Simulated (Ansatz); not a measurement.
CuPd₂: single points at one geometry.

```yaml
crystal:
  periodic: [false, false, false]
  atoms:
    - {symbol: Pd, position_ang: [-1.094154, -0.803946, 0.476422]}
    - {symbol: Pd, position_ang: [-0.205464, 1.275341, -0.633834]}
    - {symbol: Cu, position_ang: [1.299617, -0.471395, 0.157412]}
basis:
  gaussian: {orbitals: def2-TZVPD, initial_orbitals: start.molden}
magnetization: {spin_polarized: true, initial_magnetization: 1}
hamiltonian: {xc: r2scan, dispersion: d4}
scf: {omitted_lower_state_checks: [starts]}
output: {orbitals: {seedname: orbitals}}
```

The file start.molden holds the orbitals of an earlier run on this structure, at another level or in another basis.

```sh
$ ansatz run in.yaml --threads 2 --pin off --events-out ev --progress --plain --max-ram 4352MiB
```

Output, abridged:

```
Functional definition: r2SCAN
  name "r2SCAN"
  cite "Furness, Kaplan, Ning, Perdew & Sun, J. Phys. Chem. Lett. 11, 8208 (2020) doi:10.1021/acs.jpclett.0c02405"
  cite "Furness, Kaplan, Ning, Perdew & Sun, J. Phys. Chem. Lett. 11, 9248 (2020) doi:10.1021/acs.jpclett.0c03077"
  parent r2scan
  parameter k0 = 0.174
  parameter k1 = 0.065
  parameter a1 = 4.9479
  exchange = r2scan_x(k0 = k0, k1 = k1, a1 = a1)
  correlation = r2scan_c
these checks for a lower state are left out or cut short: starts
1187 factors; their error is unknown
mean field evaluation 1: about -51604.3373 eV, gradient 4.6e0 eV
mean field evaluation 2: about -51604.4752 eV, gradient 6.1e-1 eV
mean field evaluation 4: about -51604.4638 eV, gradient 8.6e-2 eV
mean field evaluation 8: about -51604.4638 eV, gradient 3.4e-5 eV
mean field evaluation 16: about -51604.4638 eV, gradient 1.0e-5 eV
mean field -51604.46381291 eV, -1896.4290663624 hartree, gradient 2.6e-6 eV, S^2 0.759325; 0 other end points of the search recorded, 0 dependent functions left out
reference -51604.46384606 eV, -1896.4290675810 hartree; 33, 32 occupied and 95, 96 virtual orbitals, 1187 factors
Total energy: -51604.48228328 eV, -1896.4297451361 hartree
Checks for a lower state left out: starts
```

Run time 33 s (2 threads of Arm Neoverse V1 on a shared host).

As the first input, with `gaussian: {orbitals: def2-TZVP, initial_orbitals: start.molden}`, `hamiltonian: {xc: pbe}`, `correlation: {method: rpa, frozen_orbitals: {Cu: 9, Pd: 0}}` and without the key `output` (abridged; 11 s):

```
Functional definition: PBE
mean field -51597.32584194 eV, -1896.1667507678 hartree, gradient 2.2e-6 eV, S^2 0.753512
9 core orbitals not correlated, not the lowest: weight in the atoms' cores, before any rotation towards them, 1.000 or more for the frozen orbitals, at most 0.000 for the correlated occupied ones
Total energy: -51558.08389136 eV, -1894.7246356832 hartree
Checks for a lower state left out: starts
```

As the first input, with `gaussian: {orbitals: def2-TZVP, initial_orbitals: start.molden}`, `correlation: {method: ccsd_t, frozen_orbitals: {Cu: 9, Pd: 0}}`, `scf: {omitted_lower_state_checks: [starts, cluster_reference]}` and without the key `hamiltonian` (abridged; 3.4 min):

```
Functional definition: HF
mean field evaluation 16: about -51511.4162 eV, gradient 1.8e-1 eV
mean field -51511.41741095 eV, -1893.0096741596 hartree, gradient 5.2e-6 eV, S^2 0.791520
9 core orbitals not correlated, not the lowest: weight in the atoms' cores, before any rotation towards them, 1.000 or more for the frozen orbitals, at most 0.000 for the correlated occupied ones
second order -37.65874526 eV of doubles, -0.00000000 eV of singles
cycle   1  -32.56178844 eV  change     5.1e0 eV  update   2.7e-1
cycle   2  -34.16915164 eV  change    -1.6e0 eV  update   1.6e-1
cycle   3  -34.48882370 eV  change   -3.2e-1 eV  update   6.9e-2
cycle   4  -34.53353670 eV  change   -4.5e-2 eV  update   4.2e-2
cycle   5  -34.49986830 eV  change    3.4e-2 eV  update   2.8e-2
cycle   6  -34.52506736 eV  change   -2.5e-2 eV  update   2.0e-2
cycle   7  -34.57368499 eV  change   -4.9e-2 eV  update   1.4e-2
cycle   8  -34.58875882 eV  change   -1.5e-2 eV  update   1.1e-2
cycle   9  -34.59203967 eV  change   -3.3e-3 eV  update   8.4e-3
[...]
cycle  45  -34.64124638 eV  change   -1.2e-5 eV  update   5.6e-5
cycle  46  -34.64120203 eV  change    4.4e-5 eV  update   5.3e-5
cycle  47  -34.64119805 eV  change    4.0e-6 eV  update   4.9e-5
cycle  48  -34.64120011 eV  change   -2.1e-6 eV  update   4.6e-5
cycle  49  -34.64118061 eV  change    2.0e-5 eV  update   4.5e-5
cycle  50  -34.64115372 eV  change    2.7e-5 eV  update   4.2e-5
cycle  51  -34.64112999 eV  change    2.4e-5 eV  update   4.0e-5
cycle  52  -34.64110225 eV  change    2.8e-5 eV  update   3.7e-5
cycle  53  -34.64105136 eV  change    5.1e-5 eV  update   3.4e-5
cycle  54  -34.64103071 eV  change    2.1e-5 eV  update   3.0e-5
cycle  55  -34.64101687 eV  change    1.4e-5 eV  update   2.6e-5
perturbative correction -1.37733999 eV, -0.0506163111 hartree
Total energy: -51547.43576781 eV, -1894.3333243603 hartree
Checks for a lower state left out: starts, cluster_reference
```

The first input with `gaussian: {orbitals: STO-3G}`, `hamiltonian: {xc: hf}` (abridged; 26 s):

```
Functional definition: HF
mean field evaluation 16: about -310184.0921 eV, gradient 5.5e0 eV
mean field evaluation 32: about -310188.2381 eV, gradient 5.9e-2 eV
mean field -310188.23616879 eV, -11399.2074260652 hartree, gradient 8.4e-6 eV, S^2 5.237657
Total energy: -310188.23616879 eV, -11399.2074260652 hartree
Checks for a lower state left out: starts
```

The first input with `hamiltonian: {xc: pbe0, dispersion: d4}` (abridged; 12 s):

```
Functional definition: PBE0
mean field -51595.00564205 eV, -1896.0814849945 hartree, gradient 9.7e-6 eV, S^2 0.768932
Total energy: -51595.09692964 eV, -1896.0848397514 hartree
Checks for a lower state left out: starts
```

First input, but with `gaussian: {orbitals: def2-TZVP, initial_orbitals: start.molden}`, `hamiltonian: {xc: hf}`, `output: {forces: true, orbitals: {seedname: orbitals}}` (abridged; 21 s):

```
Functional definition: HF
mean field evaluation 16: about -51511.4162 eV, gradient 1.8e-1 eV
mean field evaluation 32: about -51511.4174 eV, gradient 8.8e-6 eV
mean field -51511.41741095 eV, -1893.0096741596 hartree, gradient 2.3e-7 eV, S^2 0.791520
Total energy: -51511.41741095 eV, -1893.0096741596 hartree
Atom 0 force    -1.500872    -1.283890     0.745356 eV/Å
Atom 1 force    -0.040581     1.757451    -0.888675 eV/Å
Atom 2 force     1.541453    -0.473561     0.143319 eV/Å
Dipole moment:     0.020959    -0.171187     0.085494 e Å
Checks for a lower state left out: starts
```

The first input with `gaussian: {orbitals: def2-TZVP, initial_orbitals: start.molden}`, `hamiltonian: {xc: {name: BHLYP}, dispersion: d4}` (abridged; 17 s):

```
Functional definition: BHLYP
mean field -51594.04147839 eV, -1896.0460526334 hartree, gradient 3.8e-6 eV, S^2 0.798672
Total energy: -51594.25365614 eV, -1896.0538500218 hartree
Checks for a lower state left out: starts
```

Geometry: PBE-D4/def2-TZVP.

In the def2 sets Pd takes a core potential, while STO-3G treats all electrons; there is no spin–orbit coupling. Correlated methods freeze 9 core orbitals; core or outer-core shells of Pd are correlated, in sets that lack core-valence functions. At CCSD(T)/def2-TZVP T1 of the charge 0 doublet is large (up to 0.067), so the single-reference result is doubtful. At HF/STO-3G the charge 0 doublet is spin-contaminated (final ⟨S²⟩ up to 5.24, 0.75 for a pure state). The structure comes from a short search, and lower isomers may exist.
